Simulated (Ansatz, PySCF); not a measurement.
Donor–acceptor adduct: AlH3 (SMILES [AlH3]) (first 4 atoms) with C2H6O (SMILES COC); geometry from B3LYP-D3(BJ)/def2-TZVP, rigid monomers moved along the line of their centres of mass till Al1···O6 is 2.28 Å.
(charge 0, multiplicity 1):
```
atom    x (Å)    y (Å)   z (Å)
----  -------  -------  ------
Al     0.0753  -0.2123  0.6521
H     -1.4449  -0.3797  0.1993
H      0.7371   1.2098  0.3630
H      1.0151  -1.5001  0.6271
C      0.3791  -0.9624  3.8725
O     -0.1981  -0.0698  2.9125
C     -0.9995   0.9726  3.4806
H     -0.4144  -1.4542  4.4384
H      1.0300  -0.4030  4.5473
H      0.9540  -1.6944  3.3141
H     -1.8327   0.5350  4.0333
H     -1.3757   1.5743  2.6582
H     -0.3866   1.5876  4.1418
```

Monomers are frozen at their geometry in the pair; levels with a basis set take the counterpoise correction. Rows marked so take none.

Cores are frozen in the correlated methods. Rows in 3-21G, 6-31G* carry no dispersion term and start afresh at each structure (6-31G* with six Cartesian d functions).

Codes used: Ansatz (Gaussian basis) for Hartree–Fock, density functionals and correlated methods; PySCF for 3-21G rows, 6-31G* rows, the dispersion terms. Values without a source in brackets are computed.

```csv
level,interaction energy (meV)
HF/3-21G (no counterpoise),-1503.4
BP86/6-31G* (no counterpoise),…
r2SCAN-D4/def2-TZVPPD,-1075.5
PBE0/def2-TZVPPD,-981.9
PBE0-D3(BJ)/def2-TZVPPD,-1056.2
M06-2X/6-31G* (no counterpoise),…
wB97M-V/def2-TZVPPD,-1074.0
SCS-MP2/aug-cc-pV(D+d)Z,-975.9
CCSD(T)/aug-cc-pV(D+d)Z,-996.9
```

Q: Complete the blanks.

A: 
- BP86/6-31G* (no counterpoise), interaction energy (meV): -1023.2
- M06-2X/6-31G* (no counterpoise), interaction energy (meV): -1224.6

Ansatz is an electronic-structure program.
